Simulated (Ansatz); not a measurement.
Basis-set series for C₂H₆ClHfIO₂ (`C[O][Hf]([Cl])([I])[O]C`). The species carries charge 0 and has multiplicity 1. Hf, I: def2 effective core potential. The structure was optimised at the PBE0-D4/def2-TZVP level. It is one conformer, not always the lowest.

```tsv
atom	x (Å)	y (Å)	z (Å)
C1	1.614	-1.565	1.498
O2	1.273	-0.817	0.374
Hf3	0.663	0.235	-1.070
Cl4	2.156	2.036	-1.385
I5	0.482	-1.358	-3.293
O6	-1.051	0.924	-0.684
C7	-2.309	1.371	-0.289
H8	0.832	-1.490	2.260
H9	1.738	-2.616	1.223
H10	2.554	-1.199	1.921
H11	-3.052	1.115	-1.050
H12	-2.602	0.906	0.657
H13	-2.298	2.457	-0.160
```

| functional | basis | functions | energy (Eh) | HOMO (eV) | LUMO (eV) |
| --- | --- | --- | --- | --- | --- |
| PBE0-D4 | def2-TZVPP | 356 | -1036.19345 | -7.53 | -0.93 |
| PBE0-D4 | def2-QZVPP | 641 | -1036.22125 | -7.55 | -0.97 |
| ωB97M-V | def2-TZVPP | 356 | -1036.38686 | -9.64 | 0.96 |
| ωB97M-V | def2-QZVPP | 641 | -1036.41342 | -9.66 | 0.56 |

(1) Give the rows for def2-SVP. (An estimate is asked.)

Results:

(1) Computed: 
```tsv
functional	basis	functions	energy (Eh)	HOMO (eV)	LUMO (eV)
PBE0-D4	def2-SVP	162	-1035.74576	-7.48	-0.82
ωB97M-V	def2-SVP	162	-1035.93016	-9.57	1.06
```

Positive LUMOs are unbound and depend on the basis.
